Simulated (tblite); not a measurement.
Compound: C6H6N (doublet state).
Structure used (GFN2-xTB), in Å, numbered top down from 1:
```xyz
13
C6H6N angstrom
C      2.1343   -0.6195   -0.7879
C      0.8496   -0.4696   -0.7614
C     -0.2183    0.2531   -0.1321
C     -0.1867    1.6592   -0.3762
N     -0.1394    2.7856   -0.5774
C     -1.6041   -0.3808   -0.0026
C     -0.7694   -0.2114    1.2142
H      2.6116   -1.3006   -1.4772
H      2.8254   -0.0877   -0.1306
H     -1.7174   -1.3713   -0.4169
H     -2.4582    0.2653   -0.1411
H     -1.0339    0.5586    1.9237
H     -0.2979   -1.0805    1.6477
```

Method: GFN2-xTB as coded in tblite; computed harmonic values from a numerical Hessian at the method's own geometry, unscaled. The method is semi-empirical: single wavenumbers can be off by several per cent or more. One conformer, not necessarily the lowest. Open shells enter through the occupations alone, without spin polarisation, and single modes of such species can be off by tens of per cent.

Harmonic wavenumbers (cm⁻¹): 36.8, 138.9, 183.3, 191.7, 251.9, 370.5, 483.0, 549.4, 565.5, 664.2, 798.7, 847.0, 868.2, 891.5, 921.8, 966.7, 1047.4, 1052.3, 1056.5, 1144.8, 1225.5, 1306.8, 1377.1, 1415.8, 1458.3, 1808.2, 2381.7, 2867.7, 3049.4, 3087.0, 3090.3, 3098.0, 3115.1.

A = 3328, B = 2753, C = 1738 MHz; mass 92.050 u (most abundant isotopes); point group C1, symmetry number 1; spin multiplicity 2.

**Question.** What is the zero-point energy?

**Answer.** ½Σν̃ = 21155 cm⁻¹ = 60.49 kcal/mol.

**Question.** Give the ideal-gas entropy at 400 K and 1 bar in the rigid-rotor, harmonic-oscillator model (classical rotation).

**Answer.** Translation 40.96, rotation 28.28, vibration 25.93, spin (R ln 2) 1.38: S = 96.5 cal/(mol K).

**Question.** And Cp and H(400 K) − H(0)?

**Answer.** Cp = 35.08 cal/(mol K), of which vibrations give 27.13 (their classical limit is 33 R = 65.6); H(400 K) − H(0) = 8.59 kcal/mol without the zero-point energy, 5.41 from vibrations.

**Question.** Which modes carry the vibrational entropy at 400 K?

**Answer.** 36.8 cm⁻¹: 6.01; 138.9 cm⁻¹: 3.39; 183.3 cm⁻¹: 2.85; 191.7 cm⁻¹: 2.76; 251.9 cm⁻¹: 2.25; 370.5 cm⁻¹: 1.56 cal/(mol K); the other 27 give 7.11 together.

**Question.** How do the functions run with temperature in this model?

**Answer.** 
```tsv
T (K)	S (cal/(mol K))	Cp (cal/(mol K))	H − H(0) (kcal/mol)	G − H(0) (kcal/mol)	ln q(vib)
100	65.2	14.8	1.11	-5.40	1.21
200	77.4	21.4	2.92	-12.57	2.86
300	87.4	28.5	5.41	-20.82	4.54
500	105.0	40.6	12.39	-40.11	7.94
800	126.7	51.7	26.38	-74.98	12.86
1000	138.8	56.5	37.22	-101.56	15.91
```

q(vib) and H(0) count from the zero-point level.

Hindered rotation and anharmonicity are outside this model. Other conformers, if any are populated, would add a mixing term that is left out. The structure is chiral; the term R ln 2 for an equal mix with its mirror image is left out.

On one thread of an AMD EPYC 7B13, shared host with 64 logical CPUs at a one-minute load of 8.0, this took 0.31 s of wall time. The figure is for the frequency step alone.
